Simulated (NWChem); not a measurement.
System: NiHSBr, triplet; SMILES [SH][Ni][Br]

```xyz
4

Ni    -0.1147     0.2757     0.0000
Br     0.3639    -1.9106     0.0000
S     -0.3700     2.4030     0.0000
H     -1.7244     2.3596     0.0000
```
Atoms are numbered in this order, from 1.

Computed with NWChem. Pople sets run with spherical d functions. Spin-unrestricted. In the optimisation the excess spin sits in a' and a" (Cs, its own frame). Structure relaxed at the PBE0/def2-SVP, spin-unrestricted level. The spin multiplicity was typed, not searched, and may not be the lowest. No stability test was run on the SCF state. Vzz is the largest principal value of the second derivative of the potential at the nucleus (NWChem prints the opposite sign); η is the asymmetry. Non-relativistic.

Problem. Estimate the computed values for B3LYP/6-31G*. Quantities: Vzz Ni1 (a.u.); η Ni1; Vzz Br2 (a.u.); η Br2; Vzz S3 (a.u.); η S3.

Solution. 
| Item | Result |
|---|---|
| Vzz Ni1 (a.u.) | 2.889 |
| η Ni1 | 0.81 |
| Vzz Br2 (a.u.) | 1.744 |
| η Br2 | 0.93 |
| Vzz S3 (a.u.) | 1.444 |
| η S3 | 0.01 |
